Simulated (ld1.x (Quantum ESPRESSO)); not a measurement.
What one change does to a pseudopotential (molybdenum, TM)

Mo, norm-conserving Troullier–Martins (Kleinman–Bylander form), made with ld1.x (Quantum ESPRESSO) 7.5 (PBEsol, fully relativistic). Core [Kr], reference 4d5 5s0 5p0 (charge +1). Waves: 5s (bound, empty): rc 2.60 bohr; 5p (bound, empty): rc 2.45 bohr; 4d (bound): rc 2.40 bohr. Local part: the d channel. Core correction: Bessel-smoothed model core inside 2.50 bohr.

Open shells are filled in proportion to 2j + 1 (rel_dist='average').

Change: core correction Bessel-smoothed model core inside 1.70 bohr.

Cutoffs: the cutoffs (Ry, on a coarse ladder) from which the occupation-weighted sum of valence levels, in a spherical-Bessel basis at the reference potential, stays within 10 and 1 mRy of its value at 400 Ry; they do not see the model core or the augmentation charge, which bear on the density cutoff. Errors are all-electron minus pseudo energies relative to the spin-unpolarised reference configuration.

**Question.** What does the change do?

**Answer.** The potential gets neither clearly harder nor softer (35 Ry and 40 Ry → 35 Ry and 40 Ry); both files keep a bound ghost (p, s); of the 7 tests that both files solve, the error grows in 4 and shrinks in 0 by more than 15 % and 0.3 meV (median size 82.5 → 96.2 meV). In the base the local d channel has no projectors, so it cannot carry the spin–orbit splitting, and the file is wrong for that shell. In the changed file the local d channel has no projectors, so it cannot carry the spin–orbit splitting, and the file is wrong for that shell. A model core, the more so a compact one, raises the density cutoff, which this test does not measure.

```tsv
quantity	base	changed
cutoff, loose	35 Ry	35 Ry
cutoff, tight	40 Ry	40 Ry
bound ghosts	s, p3/2, p1/2	s, p3/2, p1/2
largest miss of a reference level, eV	0.13	0.13
error for 4d5 5s1 5p0, meV [ΔE -6.91 eV]	-11	-13
error for 4d4 5s0 5p0, meV [ΔE 15.45 eV]	-78	-84
error for 4d3 5s0 5p0, meV [ΔE 42.18 eV]	-433	-489
error for 4d5 5s0 5p1, meV [ΔE -3.72 eV]	-7.4	-7.8
error for 4d4 5s1 5p0, meV [ΔE 1.18 eV]	-83	-96
error for 4d2 5s0 5p0, meV [ΔE 81.65 eV]	-1192	-1418
error for 4d4 5s1 5p1, meV [ΔE -3.15 eV]	-105	-122
s: phases at 2.84 bohr within 0.05 rad from the reference energy up to (Ry; the scan ends near 5)	1.8	1.8
p1/2: phases at 2.84 bohr within 0.05 rad from the reference energy up to (Ry; the scan ends near 5)	-0.1	-0.1
p3/2: phases at 2.84 bohr within 0.05 rad from the reference energy up to (Ry; the scan ends near 5)	-0.1	-0.1
d3/2: phases at 2.84 bohr within 0.05 rad from the reference energy up to (Ry; the scan ends near 5)	1.0	1.0
d5/2: phases at 2.84 bohr within 0.05 rad from the reference energy up to (Ry; the scan ends near 5)	1.1	1.1
```

Base: These tests converged, but a pseudo level misses the all-electron one widely, so the file describes the atom poorly there or has found another state: 4d2 5s0 5p0: empty 5p by 4.1 eV. Changed file: These tests converged, but a pseudo level misses the all-electron one widely, so the file describes the atom poorly there or has found another state: 4d3 5s0 5p0: empty 5p by 3.9 eV (a node warning on the way); 4d2 5s0 5p0: empty 5p by 4.4 eV. A true bound ghost makes a file unfit for plane-wave use even where its test errors are small: the radial tests pick states by their node count and pass the ghost by.
